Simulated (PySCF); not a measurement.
**Question.** Give a PBE0-D3(BJ)/def2-SVP geometry of phenylgermane, `[GeH3][C]1=CC=CC=C1`.

**Answer.** 
```
atom  x, y, z in Å
Ge1    2.283    0.243   -0.447
C2     0.349    0.457   -0.395
C3    -0.495   -0.659   -0.308
C4    -1.879   -0.505   -0.259
C5    -2.442    0.770   -0.298
C6    -1.616    1.889   -0.387
C7    -0.231    1.732   -0.436
H8     2.813   -0.251    0.913
H9     2.679   -0.789   -1.520
H10    2.927    1.603   -0.775
H11   -0.071   -1.667   -0.278
H12   -2.523   -1.386   -0.191
H13   -3.527    0.892   -0.261
H14   -2.052    2.891   -0.420
H15    0.405    2.619   -0.508
```

Orientation and origin are arbitrary. Atoms count from 1 in this order. The 7 heavy atoms lie in one plane (0.004 Å rms). The 6-membered ring C2–C3–C4–C5–C6–C7 has internal angles of 118.5° to 120.8°; it is planar, 0.00 Å rms from its mean plane, widest ring torsion 0°. Ge1 (germanium bonded to C and 3 H) is tetrahedral (angles from 108.2° to 110.7°).

Bonds between heavy atoms (Å): Ge1–C2 1.947, C2–C3 1.402, C3–C4 1.394, C4–C5 1.395, C5–C6 1.394, C6–C7 1.395, C2–C7 1.401.

Computed, not measured: PBE0-D3(BJ)/def2-SVP geometry optimisation, gas phase (PySCF 2.14.0).

Point group: near Cs, missed by 0.39 Å at most; the miss may be what the optimiser left on a soft mode. No frequency check.
